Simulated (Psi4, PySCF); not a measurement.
The PySCF input:
```python
from pyscf import gto, scf, mp

mol = gto.M(
    atom='''
C    -0.97511288    1.58097870   -0.94203304
C    -0.96231969    0.53522561    0.11085503
C    -1.97227886   -0.54738907    0.09058227
C     0.15344713    0.42274369    1.07514839
C     1.00349514   -0.56158825    0.27571600
C     2.07304886    0.06860748   -0.57898108
O     0.77513768   -1.75479997    0.28390729
H    -1.96906957    2.02875190   -1.00777574
H    -0.25662568    2.37086978   -0.73304793
H    -0.75760249    1.16387695   -1.93176553
H    -2.62178701   -0.47275434   -0.77775111
H    -2.58934883   -0.52972765    0.99332890
H    -1.46799437   -1.52046669    0.07946754
H    -0.16180915   -0.03317521    2.01389098
H     0.67421938    1.36181235    1.24929421
H     1.65956405    0.85865389   -1.19986032
H     2.53323844   -0.68746312   -1.21024054
H     2.83443576    0.50655300    0.06547593
''',
    basis='sto-3g',
    spin=1,
    verbose=4,
)

mf = scf.UHF(mol)
mf.kernel()

pt = mp.MP2(mf, frozen=7)
pt.kernel()
print('E(MP2) = %.10f' % pt.e_tot)
```

**Question.** Give the equivalent Psi4 input.

**Answer.** Several could match; the one computed here: 
```
memory 2 GB

molecule mol {
0 2
  C    -0.975113    1.580979   -0.942033
  C    -0.962320    0.535226    0.110855
  C    -1.972279   -0.547389    0.090582
  C     0.153447    0.422744    1.075148
  C     1.003495   -0.561588    0.275716
  C     2.073049    0.068607   -0.578981
  O     0.775138   -1.754800    0.283907
  H    -1.969070    2.028752   -1.007776
  H    -0.256626    2.370870   -0.733048
  H    -0.757602    1.163877   -1.931766
  H    -2.621787   -0.472754   -0.777751
  H    -2.589349   -0.529728    0.993329
  H    -1.467994   -1.520467    0.079468
  H    -0.161809   -0.033175    2.013891
  H     0.674219    1.361812    1.249294
  H     1.659564    0.858654   -1.199860
  H     2.533238   -0.687463   -1.210241
  H     2.834436    0.506553    0.065476
}

set basis sto-3g
set reference uhf
set freeze_core true
set mp2_type conv
set scf_type pk
set puream true
set d_convergence 1e-8

energy('mp2')
print_variables()
```

Both were run: PySCF gave -304.976069 Eh and Psi4 -304.976074 Eh, 0.004 mEh apart.
